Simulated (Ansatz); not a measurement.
Calculated with Ansatz (gas phase, PBE0-D4/def2-TZVP geometries, no zero-point term in ΔE). CCSD(T)/CBS adds triple-zeta CCSD(T) − MP2 to the extrapolated MP2 energy (def2 sets, frozen cores). This one scheme is used for every species. Functionals use def2-TZVPP. B3LYP here is the variant with VWN-RPA as its local correlation; programs differ in this. HSE06 is defined as in plane-wave codes. def2 core potentials past Kr. For In outer-core shells are correlated without core-valence functions, which leaves a few kJ/mol of doubt a bond. Each species was taken in one conformer, which may not be the lowest.

`[SiH3][N]([SiH3])[In]([Cl])[Cl]` + CH₃NH₂ → `C[NH][In]([Cl])[Cl]` + `[SiH3]N[SiH3]`  (ligand exchange at the In–N bond)

```
             level  ΔE (kJ/mol)  difference from CCSD(T)/CBS
       LDA (SPW92)          6.2                        -12.9
            PBE-D4         11.6                         -7.5
         revPBE-D4         12.0                         -7.1
           BLYP-D4         10.3                         -8.8
         r2SCAN-D4         12.6                         -6.5
            B97M-V         13.3                         -5.8
           PBE0-D4         13.7                         -5.4
          B3LYP-D4         11.9                         -7.2
        r2SCANh-D4         13.2                         -5.9
        r2SCAN0-D4         13.8                         -5.3
          HSE06-D4         13.8                         -5.3
          BHLYP-D4         16.6                         -2.5
      CAM-B3LYP-D4          8.7                        -10.4
           ωB97X-V         12.2                         -6.9
           ωB97M-V         13.3                         -5.8
            B2PLYP          9.1                        -10.0
          PBE-QIDH         14.9                         -4.2
               PBE          5.5                        -13.6
            revPBE          3.8                        -15.3
            r2SCAN         11.0                         -8.1
              PBE0          8.0                        -11.1
             B3LYP          2.0                        -17.1
           r2SCAN0         11.6                         -7.5
             HSE06          8.2                        -10.9
             BHLYP          4.9                        -14.2
         CAM-B3LYP          2.3                        -16.8
           LC-ωPBE          6.2                        -12.9
RPA@PBE/def2-TZVPP         18.9                         -0.2
       HF/def2-SVP         11.3                         -7.8
      MP2/def2-SVP         20.5                          1.4
     CCSD/def2-SVP         18.9                         -0.2
  CCSD(T)/def2-SVP         20.7                          1.6
     HF/def2-TZVPP          7.0                        -12.1
    MP2/def2-TZVPP         19.5                          0.4
SCS-MP2/def2-TZVPP         17.1                         -2.0
   CCSD/def2-TZVPP         15.7                         -3.4
    MP2/def2-QZVPP         20.2                          1.1
SCS-MP2/def2-QZVPP         17.6                         -1.5
      HF/CBS(def2)          7.6                        -11.5
     MP2/CBS(def2)         20.5                          1.4
       CCSD(T)/CBS         19.1                            0
```

Largest T1 diagnostic among the species: 0.013.

From BLYP to BHLYP (50 % exact exchange), in def2-TZVPP and without D4, ΔE moves by +5.8 kJ/mol. The D4 term adds +9.9 kJ/mol with B3LYP and +5.7 kJ/mol with PBE0; it sums over pairs of atoms, weighted by their polarisabilities, and B3LYP, whose exchange is more repulsive, gets the larger term.
